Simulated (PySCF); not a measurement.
Species: C4H2F3N2 (charge -1).
SMILES with atom numbers: `[F:1][C:2]([F:3])([F:4])[c:5]1[n:6][cH:7][cH:8][n-:9]1` (hydrogens: H10 on C7; H11 on C8)

Structure optimised with GFN2-xTB, isolated species.

Task: What internal coordinates does the optimisation give?

Result: 
```json
{"bond": "F1–C2, C2–F4", "length (Å)": "1.354"}
{"bond": "C2–F3", "length (Å)": "1.373"}
{"bond": "C2–C5", "length (Å)": "1.469"}
{"bond": "C5–N6, C5–N9", "length (Å)": "1.340"}
{"bond": "N6–C7, C8–N9", "length (Å)": "1.350"}
{"bond": "C7–C8", "length (Å)": "1.379"}
{"bond": "C7–H10, C8–H11", "length (Å)": "1.078"}
```

Bonds in one row agree within 0.01 Å and their mean is given. A selection of angles:
```json
{"angle": "F1–C2–F3", "degrees": "103.7"}
{"angle": "F1–C2–F4", "degrees": "104.9"}
{"angle": "F1–C2–C5", "degrees": "114.4"}
{"angle": "F3–C2–C5", "degrees": "114.6"}
{"angle": "C2–C5–N6", "degrees": "122.0"}
{"angle": "N6–C5–N9", "degrees": "115.9"}
{"angle": "C5–N6–C7", "degrees": "102.7"}
{"angle": "N6–C7–C8", "degrees": "109.3"}
{"angle": "N6–C7–H10", "degrees": "121.1"}
{"angle": "C8–C7–H10", "degrees": "129.6"}
```

Dihedral angles: F1–C2–C5–N6 151° (antiperiplanar).

N6 (nitrogen bonded to 2 C) is bent (angle 102.7°). The 2 C–C bonds span 1.379 Å (C7–C8, aromatic) to 1.469 Å (C2–C5, drawn single), a spread of 0.090 Å. The 5-membered ring C5–N6–C7–C8–N9 has internal angles of 102.7° to 115.9°; it is planar, 0.00 Å rms from its mean plane, widest ring torsion 0°. C7 (aromatic CH next to a ring nitrogen) is planar (angles 129.6°, 121.1° and 109.3°, sum 360.0°, 0.00 Å off the plane of its three neighbours). C5 (substituted aromatic carbon) is planar (angles 122.0°, 122.0° and 115.9°, sum 360.0°, 0.01 Å off the plane of its three neighbours).

Point group: Cs (tolerance 0.08 Å). Whether it is a minimum is left open (no frequencies).

All values are computed, not measured.
